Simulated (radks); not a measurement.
The mean radii <r> (bohr) of the occupied orbitals of an atom or ion are listed with their occupations. Method: Dirac Kohn-Sham, PBE, spin-unpolarised, spherical densities, point nucleus; computed with a radial shooting solver on a logarithmic mesh with Libxc functionals.

| orbital | occ. | <r> |
|---|---|---|
| 1s1/2 | 2 | 0.01631 |
| 2s1/2 | 2 | 0.06805 |
| 2p1/2 | 2 | 0.05589 |
| 2p3/2 | 4 | 0.06469 |
| 3s1/2 | 2 | 0.1770 |
| 3p1/2 | 2 | 0.1674 |
| 3p3/2 | 4 | 0.1835 |
| 3d3/2 | 4 | 0.1595 |
| 3d5/2 | 6 | 0.1644 |
| 4s1/2 | 2 | 0.3914 |
| 4p1/2 | 2 | 0.3931 |
| 4p3/2 | 4 | 0.4274 |
| 4d3/2 | 4 | 0.4333 |
| 4d5/2 | 6 | 0.4444 |
| 5s1/2 | 2 | 0.8779 |
| 4f5/2 | 6 | 0.4645 |
| 4f7/2 | 8 | 0.4710 |
| 5p1/2 | 2 | 0.9414 |
| 5p3/2 | 4 | 1.034 |
| 5d3/2 | 4 | 1.316 |
| 5d5/2 | 6 | 1.360 |

Name the element and its charge. Open shells, if any, are shared by 2j + 1.

Answer. Z = 81, thallium, charge +3: Tl3+ in [Xe] 4f14 5d10. The 1s radius gives Z: for a bare nucleus <r> = (2 gamma + 1)/(2Z) with gamma = sqrt(1 - (Z/c)^2), 0.01613 bohr for Z = 81, and screening makes it slightly larger (0.01631 here). The occupations add up to 78, and the charge is Z minus that.
